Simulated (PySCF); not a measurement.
Isomers of C4H12OSSi2, one GFN2-xTB conformer each. Single-point energies are computed at PBE0/pcSseg-1 (PySCF, gas phase, no added dispersion term), electronic only.

Question: Rank them by PBE0/pcSseg-1 energy, lowest first (kcal/mol).
A. `[CH3:1][C:2](=[S:3])[O:4][SiH2:5][CH2:6][CH2:7][SiH3:8]` with C1–C2–O4–Si5 180°, C2–O4–Si5–C6 -74°, O4–Si5–C6–C7 174°, Si5–C6–C7–Si8 62°
B. `[CH3:1][O:2][C@@H:3]1[C@@H:4]([SiH3:5])[Si@@H:6]1[S:7][CH3:8]` with C1–O2–C3–C4 -76°, C4–Si6–S7–C8 -99°
C. `[SiH3:1][C@@H:2]([O:3][SiH2:4][SH:5])[CH:6]1[CH2:7][CH2:8]1` with Si1–C2–O3–Si4 180°, C2–O3–Si4–S5 177°, O3–Si4–S5–H -18°, Si1–C2–C6–C7 154°
D. `[SiH3:1][O:2][SiH2:3][S:4][CH2:5][CH:6]1[CH2:7][CH2:8]1` with Si1–O2–Si3–S4 40°, O2–Si3–S4–C5 35°, Si3–S4–C5–C6 66°, S4–C5–C6–C7 75°
E. `[CH2:1]=[CH:2][Si@@H:3]([OH:4])[S:5][CH2:6][SiH2:7][CH3:8]` with C1–C2–Si3–O4 157°, C2–Si3–O4–H 150°, C2–Si3–S5–C6 60°, Si3–S5–C6–Si7 -178°, S5–C6–Si7–C8 -57°

Answer: D (0.0), E (3.2), A (22.5), C (31.8), B (61.0).

As drawn, the lowest has an Si–O bond, which the highest lacks; the highest has an Si–C bond, which the lowest lacks. GFN2-xTB itself gives, in the same order: 0.0, 65.0, 49.5, 38.0, 105.8. Both levels put the same isomer lowest; measured from each level's own lowest isomer, the values differ by up to 61.8 kcal/mol (C=C[Si@@H](O)SC[SiH2]C: 65.0 against 3.2).

Which frontier levels, dipoles and rotational constants go with these structures?

| SMILES | HOMO (eV, PBE0/pcSseg-1) | LUMO (eV) | dipole (D) | A, B, C (MHz) |
| --- | --- | --- | --- | --- |
| [SiH3]O[SiH2]SCC1CC1 | -6.79 | -0.15 | 1.86 | 1593, 736.5, 588.4 |
| C=C[Si@@H](O)SC[SiH2]C | -6.78 | -0.66 | 1.09 | 2061, 576.6, 474.1 |
| CC(=S)O[SiH2]CC[SiH3] | -6.58 | -1.41 | 1.69 | 2983, 475.1, 438.1 |
| [SiH3][C@@H](O[SiH2]S)C1CC1 | -7.15 | 0.25 | 3.17 | 1721, 670.0, 502.6 |
| CO[C@@H]1[C@@H]([SiH3])[Si@@H]1SC | -6.75 | -0.37 | 1.82 | 1595, 770.2, 562.5 |
